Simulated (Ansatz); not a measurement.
The cluster Cd3Te3⁻. Charge -1, multiplicity 2. Geometry PBE-D4/def2-SVPD; atoms count from 1.

Cartesian coordinates in Å:
```
Cd 0.0894 1.2790 -0.7068
Cd 1.5868 -1.5795 0.0129
Cd -0.7070 0.6826 2.3856
Te 2.7503 0.9718 -0.4710
Te -1.2429 -1.8771 -0.0734
Te -2.4765 0.5232 -1.1472
```

In the def2 sets Cd, Te take a core potential; there is no spin–orbit coupling. The structure comes from a short search, and lower isomers may exist.

**Question.** Estimate the Mulliken populations from the PBE0/def2-TZVPD orbitals of Ansatz.

**Answer.** 
```
atom  charge (e)  spin (α − β)  d electrons
 Cd1        0.44          0.03        10.00
 Cd2        0.15          0.61        10.00
 Cd3       -0.02          0.00        10.00
 Te4       -0.69          0.11            –
 Te5       -0.42          0.09            –
 Te6       -0.46          0.17            –
```
Mulliken values depend strongly on the basis. With diffuse functions, as here, like atoms can get unlike values, and bond orders can come out too low or too high.

**Question.** Where does the spin sit?

**Answer.** Summed by element: Cd 0.64, Te 0.36, of 1 unpaired in all. Largest on single atoms: Cd2 0.61, Te6 0.17, Te4 0.11.

**Question.** And the Mayer bond orders between heavy atoms (over 0.3)?

**Answer.** Cd1–Te4 0.93 (2.69 Å); Cd1–Te6 0.82 (2.71 Å); Cd2–Te4 0.80 (2.85 Å); Cd2–Te5 0.72 (2.85 Å); Te5–Te6 0.80 (2.90 Å).
